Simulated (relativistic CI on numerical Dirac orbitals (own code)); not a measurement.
## How well does a small relativistic CI reproduce O I?

Method of calculation: Dirac-Coulomb-Breit CI, KLI orbitals optimised for each configuration, QED by a radiative potential, valence Slater integrals scaled by 0.85, P86 correlation energy added to each configuration (own radial code, finite nucleus).

Configurations in the expansion (outside the closed core 1s2): 2s²2p⁴, 2s²2p³3s, 2s²2p³3p, 2s²2p³4s, 2s²2p³3d, 2s2p⁵, 2p⁶, 2s²2p³4p, 2s²2p³5s, 2s²2p³4d, 2s²2p³4f, 2s²2p³5p, 2s²2p³5d, 2s²2p³5f, 2s²2p³5g, 2s²2p²3s². Levels of other configurations are missing.

| Configuration | Term (tabulated) | J | Measured (cm⁻¹) | Computed | Error | Purity (%) |
| --- | --- | --- | --- | --- | --- | --- |
| 2s²2p⁴ | 3P | 2 | 0.0 | 0 | 0 | 100 |
| 2s²2p⁴ | 3P | 1 | 158.3 | 154 | -4 | 100 |
| 2s²2p⁴ | 3P | 0 | 227.0 | 221 | -6 | 100 |
| 2s²2p⁴ | 1D | 2 | 15867.9 | 15160 | -707 | 100 |
| 2s²2p⁴ | 1S | 0 | 33792.6 | 28982 | -4811 | 97 |
| 2s²2p³3s | 5S° | 2 | 73768.2 | 70860 | -2908 | 100 |
| 2s²2p³3s | 3S° | 1 | 76795.0 | 73683 | -3112 | 100 |
| 2s²2p³3p | 5P | 1 | 86625.8 | 83315 | -3310 | 100 |
| 2s²2p³3p | 5P | 2 | 86627.8 | 83317 | -3311 | 100 |
| 2s²2p³3p | 5P | 3 | 86631.5 | 83320 | -3311 | 100 |
| 2s²2p³3p | 3P | 1 | 88630.6 | 85061 | -3569 | 99 |
| 2s²2p³3p | 3P | 2 | 88631.1 | 85063 | -3568 | 99 |
| 2s²2p³3p | 3P | 0 | 88631.3 | 85061 | -3570 | 99 |
| 2s²2p³4s | 5S° | 2 | 95476.7 | 92719 | -2758 | 100 |
| 2s²2p³4s | 3S° | 1 | 96225.0 | 93578 | -2647 | 99 |
| 2s²2p³3d | 5D° | 4 | 97420.6 | 93809 | -3612 | 100 |
| 2s²2p³3d | 5D° | 3 | 97420.7 | 93809 | -3612 | 100 |
| 2s²2p³3d | 5D° | 2 | 97420.8 | 93809 | -3612 | 100 |
| 2s²2p³3d | 5D° | 1 | 97420.9 | 93809 | -3612 | 100 |
| 2s²2p³3d | 5D° | 0 | 97421.0 | 93809 | -3612 | 100 |
| 2s²2p³3d | 3D° | 1 | 97488.4 | 93922 | -3567 | 100 |
| 2s²2p³3d | 3D° | 2 | 97488.4 | 93922 | -3567 | 100 |
| 2s²2p³3d | 3D° | 3 | 97488.5 | 93922 | -3567 | 100 |

Measured levels from NIST Handbook of Basic Atomic Spectroscopic Data (Sansonetti and Martin, J. Phys. Chem. Ref. Data 34, 1559 (2005)); pairs were made by configuration, J and term (by order where the table uses no LS term), so strongly mixed levels may be paired wrongly.

Mean error by configuration (cm⁻¹): 2s²2p⁴ -1382; 2s²2p³3s -3010; 2s²2p³3p -3440; 2s²2p³4s -2703; 2s²2p³3d -3595. Over the excited levels the mean absolute error is 3016 cm⁻¹ (22 of the 22 excited levels that our extract of the source holds in range could be paired), and the median relative error of those above 1,000 cm⁻¹ is 3.8 %.

Transition probabilities of persistent lines. The last column rescales the computed rate by the cube of measured over computed energy:

| λ measured (Å) | Lower | Upper | A tabulated (s⁻¹) | A computed | A rescaled |
| --- | --- | --- | --- | --- | --- |
| 1302.17 vacuum | 2s²2p⁴ ³P2 | 2s²2p³3s ³S°1 | 3.15e+08 | 3.12e+08 | 3.53e+08 |
| 1304.86 vacuum | 2s²2p⁴ ³P1 | 2s²2p³3s ³S°1 | 1.87e+08 | 1.85e+08 | 2.10e+08 |
| 1306.03 vacuum | 2s²2p⁴ ³P0 | 2s²2p³3s ³S°1 | 6.23e+07 | 6.16e+07 | 6.98e+07 |
| 7771.94 air | 2s²2p³3s ⁵S°2 | 2s²2p³3p ⁵P3 | 3.69e+07 | 3.59e+07 | 3.95e+07 |
| 7774.17 air | 2s²2p³3s ⁵S°2 | 2s²2p³3p ⁵P2 | 3.69e+07 | 3.59e+07 | 3.95e+07 |
| 7775.39 air | 2s²2p³3s ⁵S°2 | 2s²2p³3p ⁵P1 | 3.69e+07 | 3.59e+07 | 3.95e+07 |
| 8446.25 air | 2s²2p³3s ³S°1 | 2s²2p³3p ³P0 | 3.22e+07 | 3.11e+07 | 3.50e+07 |
| 8446.36 air | 2s²2p³3s ³S°1 | 2s²2p³3p ³P2 | 3.22e+07 | 3.11e+07 | 3.50e+07 |
| 8446.76 air | 2s²2p³3s ³S°1 | 2s²2p³3p ³P1 | 3.22e+07 | 3.11e+07 | 3.50e+07 |
| 9266.01 air | 2s²2p³3p ⁵P3 | 2s²2p³3d ⁵D°4 | 4.45e+07 | 4.26e+07 | 4.64e+07 |
| 13163.89 air | 2s²2p³3p ³P1 | 2s²2p³4s ³S°1 | 7.14e+06 | 9.90e+06 | 7.02e+06 |
| 13164.85 air | 2s²2p³3p ³P2 | 2s²2p³4s ³S°1 | 1.19e+07 | 1.65e+07 | 1.17e+07 |
